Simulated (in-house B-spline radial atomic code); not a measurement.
Configurations of Er²⁺, with energies counted from [Xe] 4f12. Level of theory: scalar-relativistic (X2C) BP86, spin-polarised, spherical fractional occupations, Fermi nucleus of rms radius 5.2516 fm; calculated with a B-spline radial code for spherical atoms. Shells without spins written out take the highest spin.

Occupations are held fixed; configurations that lie above the ionisation limit could autoionise.

```csv
configuration,E - E(ref) (eV),highest orbital,its <r> (bohr)
[Xe] 4f11 6s1,4.6142,6s up,3.135
"[Xe] 4f(4 up, 7 down) 6d(1 up, 0 down)",15.358,6d up,5.56
[Xe] 4f11 5f1,17.215,5f up,5.678
[Kr] 4d10 4f13 5s2 5p5,24.583,4f down,0.8618
[Kr] 4d10 4f12 5s2 5p5 6s1,26.49,6s up,3.144
"[Kr] 4d(4 up, 5 down) 4f(7 up, 5 down) 5s2 5p6 6s(1 up, 0 down)",169.17,6s up,3.136
"[Kr] 4d(5 up, 4 down) 4f(5 up, 7 down) 5s2 5p6 6d(1 up, 0 down)",179.88,6d up,5.543
```

(1) Order these further configurations by energy, lowest first.
A. [Kr] 4d10 4f(5 up, 7 down) 5s2 5p(2 up, 3 down) 6f(0 up, 1 down)
B. [Kr] 4d9 4f12 5s2 5p6 6d1
C. [Xe] 4f11 5d1
D. [Kr] 4d10 4f12 5s2 5p5 6p1
E. [Kr] 4d9 4f12 5s2 5p6 6p1

(2) How far above the reference does [Kr] 4d10 4f12 5s2 5p5 5d1 lie?

(3) How far above the reference does [Xe] 4f(6 up, 6 down) lie?

(4) How far above the reference does [Kr] 4d10 4f12 5s2 5p5 5f1 lie?

## Answers

(1) C (4.9548 eV), D (31.532 eV), A (41.657 eV), E (172.4 eV), B (178.06 eV).

(2) 26.832 eV; its least bound orbital is 5d up with <r> = 2.284 bohr.

(3) 0.73677 eV; its least bound orbital is 4f up with <r> = 0.8194 bohr.

(4) 39.059 eV; its least bound orbital is 5f up with <r> = 5.681 bohr.
